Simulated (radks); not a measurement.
The numbers below are computed, except where a source is named.
Q: Species: Ce V. Configuration: [Xe]. Code: a radial shooting solver on a logarithmic mesh with Libxc functionals. Model: scalar-relativistic Kohn-Sham, PBE, spin-polarised, spherical densities, point nucleus. Some entries of the table are withheld. Estimate them.

orbital,occ.,eigenvalue (eV),<r> (bohr),<1/r> (bohr^-1)
1s,2,-40315.09,0.02457,63.35
2s,2,-6492.738,0.1052,14.60
2p,6,-5819.200,0.09237,13.83
3s,2,-1434.361,0.2786,5.300
3p,6,-1220.198,0.2767,(1)
3d,10,-916.0403,(2),4.759
4s,2,-325.5885,0.6353,2.219
4p,6,-255.4011,0.6717,(3)
4d,10,-154.2910,0.7368,1.795
5s,2,-78.8761,1.459,0.9095
5p,6,(4),1.642,(5)

A: 
(1) 3p <1/r> (bohr^-1): 5.018
(2) 3d <r> (bohr): 0.2536
(3) 4p <1/r> (bohr^-1): 2.050
(4) 5p eigenvalue (eV): -60.0646
(5) 5p <1/r> (bohr^-1): 0.7980
